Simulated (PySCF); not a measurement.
H₄F₂SSi₂, SMILES [SiH2](F)S[SiH2]F (CAM-B3LYP/def2-SVP optimised geometry):

```
9

Si    -0.788    -0.430     0.000
F     -1.347     1.088     0.000
S      1.347    -0.430     0.000
Si     1.714     0.014     2.056
F      1.673    -1.337     2.945
H     -1.317    -1.087     1.216
H     -1.214    -1.088    -1.252
H      0.668     0.917     2.586
H      3.076     0.582     2.138
```

Calculation: CAM-B3LYP/def2-TZVP (PySCF 2.14.0).

Q: What are the frontier orbital energies and the dipole moment?

A: HOMO-2 -11.07 eV, HOMO-1 -10.51 eV, HOMO -9.65 eV, LUMO 0.56 eV, LUMO+1 1.11 eV; dipole moment 0.11 D.

On the same geometry PBE/def2-TZVP in PySCF 2.14.0 gives HOMO-2 -8.33 eV, HOMO-1 -7.91 eV, HOMO -7.14 eV, LUMO -1.35 eV, LUMO+1 -0.81 eV; dipole moment 0.12 D.

Meta-Löwdin charges at CAM-B3LYP/def2-TZVP: Si1 0.91, F2 -0.51, S3 -0.39, Si4 0.91, F5 -0.51, H6 -0.11, H7 -0.10, H8 -0.11, H9 -0.10.
